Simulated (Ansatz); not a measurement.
Input for Ansatz (a first-principles code): R-CCSD(T)/def2-SVP on Cl3FTi (SMILES [F][Ti]([Cl])([Cl])[Cl]).

Ansatz 0.2 input:
```yaml
crystal:
  periodic: [false, false, false]
  atoms:
    - {symbol: Ti, position_ang: [-0.01259878, 0.07057274, -0.03860451]}
    - {symbol: Cl, position_ang: [2.11920612, -0.19038626, 0.28936694]}
    - {symbol: Cl, position_ang: [-1.05266542, 0.10791854, 1.86852023]}
    - {symbol: Cl, position_ang: [-0.77457697, -1.55498777, -1.26220575]}
    - {symbol: F, position_ang: [-0.27936495, 1.56688275, -0.85707691]}
basis:
  gaussian:
    orbitals: def2-SVP
magnetization: {spin_polarized: false}
correlation: {method: ccsd_t, electrons: outside_noble_gas}
scf: {lower_state_search: off}
```

Program output:

```
WARN ansatz: RAYON_NUM_THREADS=8 ignored (pool sized by the plan → 8); use --threads N
Functional definition: HF
these checks for a lower state are left out or cut short: stability, starts, cluster_reference, orbital_swaps, neighbouring_geometries, increment
integrals: 0.12 GiB planned
950 factors; integrals over basis functions are off by at most 1.1e-3 eV
mean field: 0.41 GiB planned
mean field evaluation 1: about -63285.0342 eV, gradient 5.0e1 eV
mean field evaluation 2: about -63285.1234 eV, gradient 5.0e1 eV
mean field evaluation 4: about -63292.3903 eV, gradient 6.4e0 eV
mean field evaluation 8: about -63292.4907 eV, gradient 7.7e-1 eV
mean field evaluation 16: about -63292.4952 eV, gradient 2.1e-6 eV
mean field -63292.49519037 eV, -2325.9562970519 hartree, gradient 2.1e-6 eV, S^2 0.000000; 0 other end points of the search recorded, 0 dependent functions left out
25 core orbitals not correlated
reference -63292.49519037 eV, -2325.9562970519 hartree; 16, 16 occupied and 58, 58 virtual orbitals, 950 factors
second order -20.20125498 eV of doubles, -0.00000000 eV of singles
coupled cluster: 0.28 GiB planned
cycle   1  -19.21207449 eV  change    9.9e-1 eV  update   2.8e-1
cycle   2  -20.31678763 eV  change    -1.1e0 eV  update   2.1e-1
cycle   3  -20.42031668 eV  change   -1.0e-1 eV  update   5.0e-2
cycle   4  -20.41672550 eV  change    3.6e-3 eV  update   1.0e-2
cycle   5  -20.41150046 eV  change    5.2e-3 eV  update   4.4e-3
cycle   6  -20.40970231 eV  change    1.8e-3 eV  update   2.3e-3
cycle   7  -20.41081555 eV  change   -1.1e-3 eV  update   1.0e-3
cycle   8  -20.41083514 eV  change   -2.0e-5 eV  update   4.2e-4
cycle   9  -20.41083197 eV  change    3.2e-6 eV  update   1.4e-4
cycle  10  -20.41092713 eV  change   -9.5e-5 eV  update   5.0e-5
cycle  11  -20.41090118 eV  change    2.6e-5 eV  update   2.3e-5
cycle  12  -20.41089092 eV  change    1.0e-5 eV  update   9.9e-6
perturbative correction -1.07642920 eV, -0.0395580434 hartree
Total energy: -63313.98251049 eV, -2326.7459415016 hartree
Checks for a lower state left out: stability, starts, cluster_reference, orbital_swaps, neighbouring_geometries, increment
```

The run converged.

Cost: roughly 10 core-seconds.
